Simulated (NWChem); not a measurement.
System: ZnSiH3OF; SMILES [O]([Zn][F])[SiH3]

NWChem input:

```
start job
memory heap 200 mb stack 900 mb global 1100 mb
geometry units angstroms noautoz
  Zn     0.166357    -0.879353     0.000664
  F     -0.247999    -2.560226    -0.003893
  O      0.671072     0.799105     0.005372
  Si     0.068256     2.329493     0.000010
  H     -0.766712     2.592387    -1.218339
  H      1.195306     3.309384     0.016660
  H     -0.798771     2.588311     1.196686
end
basis spherical
  * library def2-svp
end
dft
  xc xcamb88 1.00 lyp 0.81 vwn_5 0.19 hfexch 1.00
  cam 0.33 cam_alpha 0.19 cam_beta 0.46
  iterations 150
  vectors input atomic output neutral.movecs
end
task dft energy
charge 1
dft
  odft
  mult 2
  vectors input atomic output cation.movecs
end
task dft energy
```

Parts of the log:

```
             Northwest Computational Chemistry Package (NWChem) 7.3.0
             --------------------------------------------------------

 C1  symmetry detected

                             Geometry "geometry" -> ""
                             -------------------------

 Output coordinates in angstroms (scale by  1.889725989 to convert to a.u.)

  No.       Tag          Charge          X              Y              Z
 ---- ---------------- ---------- -------------- -------------- --------------
    1 Zn                  30.0000     0.07448605    -0.84651359     0.00012599
    2 F                    9.0000    -0.25164031    -2.54671569    -0.00021677
    3 O                    8.0000     0.49097162     0.85599053    -0.00025029
    4 Si                  14.0000    -0.19088648     2.35284483    -0.00000840
    5 H                    1.0000    -1.05010496     2.57105068    -1.21029304
    6 H                    1.0000     0.88361640     3.39020531     0.00565483
    7 H                    1.0000    -1.05869227     2.56684111     1.20492925

 Effective nuclear repulsion energy (a.u.)     319.8242705207

                                 NWChem DFT Module
                                 -----------------

 Summary of "ao basis" -> "ao basis" (spherical)
 ------------------------------------------------------------------------------
       Tag                 Description            Shells   Functions and Types
 ---------------- ------------------------------  ------  ---------------------
 Zn                         def2-svp                11       31   5s3p2d1f
 F                          def2-svp                 6       14   3s2p1d
 O                          def2-svp                 6       14   3s2p1d
 Si                         def2-svp                 8       18   4s3p1d
 H                          def2-svp                 3        5   2s1p

            General Information
            -------------------
          SCF calculation type: DFT
          Wavefunction type:  closed shell.
          No. of atoms     :     7
          No. of electrons :    64
           Alpha electrons :    32
            Beta electrons :    32
          Charge           :     0
          Spin multiplicity:     1
          Use of symmetry is: off; symmetry adaption is: off
          Maximum number of iterations: 150
          AO basis - number of functions:    92
                     number of shells:    40
          Convergence on energy requested:  1.00D-06
          Convergence on density requested:  1.00D-05
          Convergence on gradient requested:  5.00D-04

              XC Information
              --------------
                     Hartree-Fock (Exact) Exchange  1.000
                   CAM-Becke88 Exchange Functional  1.000
                      VWN V Correlation Functional  0.190 local
              Lee-Yang-Parr Correlation Functional  0.810

           Range-Separation Parameters
           ---------------------------
           Alpha           :  0.19
           Beta            :  0.46
           Gamma           :  0.33
           Short-Range HF  :     F

             Grid Information
             ----------------
          Grid used for XC integration:  medium
          Radial quadrature: Mura-Knowles
          Angular quadrature: Lebedev.
          Tag              B.-S. Rad. Rad. Pts. Rad. Cut. Ang. Pts.
          ---              ---------- --------- --------- ---------
          Zn                  1.35      112          11.0       590
          F                   0.50       49          14.0       434
          O                   0.60       49           8.0       434
          Si                  1.10       88          12.0       590
          H                   0.35       45          13.0       434
          Grid pruning is: on
          Number of quadrature shells:   433
          Spatial weights used:  Erf1

      Superposition of Atomic Density Guess
      -------------------------------------

 Sum of atomic energies:       -2241.78152652

      Non-variational initial energy
      ------------------------------

 Total energy =   -2242.341569
 1-e energy   =   -3766.184285
 2-e energy   =    1204.018445
 HOMO         =      -0.386236
 LUMO         =      -0.098068

   convergence    iter        energy       DeltaE   RMS-Dens  Diis-err
 ---------------- ----- ----------------- --------- --------- ---------
 d= 0,ls=0.0,diis     1  -2245.2851434556 -2.57D+03  1.78D-02  1.07D+00
 d= 0,ls=0.0,diis     2  -2245.2262877355  5.89D-02  8.07D-03  2.13D+00
 d= 0,ls=0.0,diis     3  -2245.4103815898 -1.84D-01  1.00D-03  1.01D-02
 d= 0,ls=0.0,diis     4  -2245.4109060977 -5.25D-04  4.14D-04  6.04D-03
 d= 0,ls=0.0,diis     5  -2245.4113550625 -4.49D-04  1.20D-04  3.09D-04
  Resetting Diis
 d= 0,ls=0.0,diis     6  -2245.4113805582 -2.55D-05  3.99D-05  2.69D-05
 d= 0,ls=0.0,diis     7  -2245.4113823393 -1.78D-06  3.13D-05  5.95D-06
 d= 0,ls=0.0,diis     8  -2245.4113818811  4.58D-07  1.78D-05  1.30D-05
 d= 0,ls=0.0,diis     9  -2245.4113829543 -1.07D-06  2.87D-06  3.48D-08
 d= 0,ls=0.0,diis    10  -2245.4113829595 -5.22D-09  1.10D-06  2.16D-08

         Total DFT energy =    -2245.411382959533
      One electron energy =    -3765.485946590197
           Coulomb energy =     1312.662028923677
    Exchange-Corr. energy =     -112.411735813721
 Nuclear repulsion energy =      319.824270520709

 Numeric. integr. density =       64.000004666930

                       DFT Final Molecular Orbital Analysis
                       ------------------------------------

 Vector   30  Occ=2.000000D+00  E=-4.200824D-01
              MO Center= -1.1D-01, -1.4D+00,  8.1D-04, r^2= 4.9D+00
   Bfn.  Coefficient  Atom+Function         Bfn.  Coefficient  Atom+Function
  ----- ------------  ---------------      ----- ------------  ---------------
    35      0.561376  2 F  px                38     -0.406345  2 F  px
    15     -0.195786  1 Zn d -2              83      0.156097  6 H  s
    49      0.128925  3 O  px                36     -0.097061  2 F  py
    52      0.096759  3 O  px                67      0.092932  4 Si px
    68      0.091117  4 Si py                70      0.085333  4 Si px

 Vector   31  Occ=2.000000D+00  E=-3.630086D-01
              MO Center=  2.4D-01,  1.8D+00,  4.2D-03, r^2= 3.2D+00
   Bfn.  Coefficient  Atom+Function         Bfn.  Coefficient  Atom+Function
  ----- ------------  ---------------      ----- ------------  ---------------
    49      0.417223  3 O  px                52      0.327915  3 O  px
    83     -0.278986  6 H  s                 84     -0.242685  6 H  s
    67     -0.175218  4 Si px                88      0.159610  7 H  s
    78      0.156838  5 H  s                  4     -0.143968  1 Zn s
    89      0.117901  7 H  s                 79      0.115538  5 H  s

 Vector   32  Occ=2.000000D+00  E=-3.578557D-01
              MO Center= -1.9D-01,  1.5D+00, -4.1D-03, r^2= 3.0D+00
   Bfn.  Coefficient  Atom+Function         Bfn.  Coefficient  Atom+Function
  ----- ------------  ---------------      ----- ------------  ---------------
    51      0.454646  3 O  pz                54      0.358640  3 O  pz
    78      0.244972  5 H  s                 88     -0.243386  7 H  s
    79      0.218501  5 H  s                 89     -0.217162  7 H  s
    69     -0.161924  4 Si pz                16     -0.131537  1 Zn d -1
    37      0.101182  2 F  pz                66      0.083765  4 Si pz

 Vector   33  Occ=0.000000D+00  E=-2.010185D-02
              MO Center=  3.6D-02, -7.2D-01,  5.1D-04, r^2= 5.1D+00
   Bfn.  Coefficient  Atom+Function         Bfn.  Coefficient  Atom+Function
  ----- ------------  ---------------      ----- ------------  ---------------
     5      0.901642  1 Zn s                 48     -0.384709  3 O  s
    34     -0.237258  2 F  s                  4      0.235098  1 Zn s
     3     -0.215466  1 Zn s                 36      0.193282  2 F  py
    19     -0.190927  1 Zn d  2              63     -0.182206  4 Si s
    39     -0.149299  2 F  py                47     -0.142057  3 O  s

 Vector   34  Occ=0.000000D+00  E= 8.940025D-02
              MO Center=  7.8D-02,  3.8D-01,  2.7D-05, r^2= 5.6D+00
   Bfn.  Coefficient  Atom+Function         Bfn.  Coefficient  Atom+Function
  ----- ------------  ---------------      ----- ------------  ---------------
    71      0.920773  4 Si py                12      0.702380  1 Zn px
    84     -0.565618  6 H  s                 48      0.352924  3 O  s
    62      0.331625  4 Si s                  5      0.322569  1 Zn s
    52     -0.233886  3 O  px                 9     -0.185544  1 Zn px
    13     -0.176521  1 Zn py                49     -0.172544  3 O  px

 Vector   35  Occ=0.000000D+00  E= 1.009048D-01
              MO Center=  4.5D-02, -5.7D-01,  3.6D-04, r^2= 3.3D+00
   Bfn.  Coefficient  Atom+Function         Bfn.  Coefficient  Atom+Function
  ----- ------------  ---------------      ----- ------------  ---------------
    14      1.022827  1 Zn pz                72     -0.364660  4 Si pz
    79     -0.310875  5 H  s                 89      0.312017  7 H  s
    11     -0.266323  1 Zn pz                37      0.159762  2 F  pz
    40     -0.154260  2 F  pz                69     -0.129636  4 Si pz
    51     -0.108094  3 O  pz                54     -0.100107  3 O  pz

     Multipole analysis of the density
     ---------------------------------

     L   x y z        total         alpha         beta         nuclear
     -   - - -        -----         -----         ----         -------
     0   0 0 0      0.000000    -32.000000    -32.000000     64.000000

     1   1 0 0     -0.035964     -0.017982     -0.017982     -0.000000
     1   0 1 0      0.194202      0.097101      0.097101     -0.000000
     1   0 0 1      0.000707      0.000354      0.000354      0.000000

[...]
```

Level: CAM-B3LYP/def2-SVP, vertical spin-unrestricted ions. Geometry: optimised at PBE0/def2-SVP.
